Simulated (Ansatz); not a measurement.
Gas-phase electronic energies from Ansatz, PBE0-D4/def2-TZVP geometries. CCSD(T)/CBS is the MP2 limit (def2-TZVPP, def2-QZVPP) plus CCSD(T) − MP2 in def2-TZVPP, frozen cores. DFT in def2-TZVPP. Elements past krypton have def2 core potentials. For Sn outer-core shells are correlated without core-valence functions, which leaves a few kJ/mol of doubt a bond. Each species was taken in one conformer, which may not be the lowest.

Reaction (redistribution): `[NH2][SnH]([OH])[SiH2]F` + `[CH3][Al]([F])[SH]` → `[NH2][SnH]([OH])[SH]` + `[CH3][Al]([F])[SiH2]F`

```csv
level,ΔE (kJ/mol),difference from CCSD(T)/CBS
r2SCAN-D4,72.9,2.2
ωB97X-V,68.9,-1.8
B2PLYP,71.4,0.7
MP2/def2-TZVPP,75.6,4.9
SCS-MP2/def2-TZVPP,72.5,1.8
CCSD/def2-TZVPP,71.3,0.6
HF/def2-QZVPP,67.8,-2.9
MP2/def2-QZVPP,75.3,4.6
SCS-MP2/def2-QZVPP,72.4,1.7
MP2/CBS(def2),75.4,4.7
CCSD(T)/CBS,70.7,0
```

Largest T1 diagnostic among the species: 0.013.
